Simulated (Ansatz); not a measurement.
CH$_{3}$Li, triplet, at a GFN2-xTB geometry (such geometries of metal compounds can be far from the true shape) (a higher spin typed on purpose: for a closed-shell molecule this is an excited state). Base run: HF/def2-SVP in Ansatz (a first-principles code).

Input for Ansatz:
Ansatz 0.2 input:
```yaml
crystal:
  periodic: [false, false, false]
  atoms:
    - {symbol: Li, position_ang: [-1.23887728, -0.72065170, -1.08817184]}
    - {symbol: C, position_ang: [0.39245825, 0.22741334, 0.34480302]}
    - {symbol: H, position_ang: [0.73948266, -0.69510978, 0.75974111]}
    - {symbol: H, position_ang: [-0.31757013, 0.81213558, 0.89022386]}
    - {symbol: H, position_ang: [0.93996981, 0.68044928, -0.45426758]}
basis:
  gaussian:
    orbitals: def2-SVP
hamiltonian:
  xc: hf
magnetization: {spin_polarized: true, initial_magnetization: 2}
```

The base run was repeated with changes; each row names its change, and settings that it needs were set with it.

```json
[
 {"change": "base", "basis functions": "38", "E (Eh)": "-46.95021"},
 {"change": "basis = jorge-DZP-DKH; relativity = spin-free X2C; nucleus = Gaussian", "basis functions": "45", "E (Eh)": "-47.00390"},
 {"change": "basis = x2c-SVPall; relativity = spin-free X2C", "basis functions": "38", "E (Eh)": "-46.96536"},
 {"change": "basis = x2c-SVPall; relativity = spin-free X2C; nucleus = Gaussian", "basis functions": "38", "E (Eh)": "-46.96535"},
 {"change": "basis = x2c-TZVPall; relativity = spin-free X2C; nucleus = Gaussian", "basis functions": "63", "E (Eh)": "-47.01797"},
 {"change": "basis = x2c-TZVPall; relativity = spin-free X2C", "basis functions": "63", "E (Eh)": "-47.01797"},
 {"change": "basis = x2c-TZVPall; relativity = none", "basis functions": "63", "E (Eh)": "-47.00191"},
 {"change": "basis = jorge-DZP-DKH; relativity = spin-free X2C", "basis functions": "45", "E (Eh)": "-47.00390"},
 {"change": "basis = jorge-DZP-DKH; relativity = none", "basis functions": "45", "E (Eh)": "-46.98799"},
 {"change": "basis = x2c-SVPall; relativity = none", "basis functions": "38", "E (Eh)": "-46.95016"}
]
```

Absolute energies of different levels of theory aren't comparable as measures of quality.

Ansatz warned in this series: the basis is contracted for relativity, which the run leaves out.

Basis sets contracted for a relativistic Hamiltonian are a mismatch without it, so the rows without relativity aren't non-relativistic limits. No row has spin-orbit coupling; sets with core potentials leave out the core electrons.
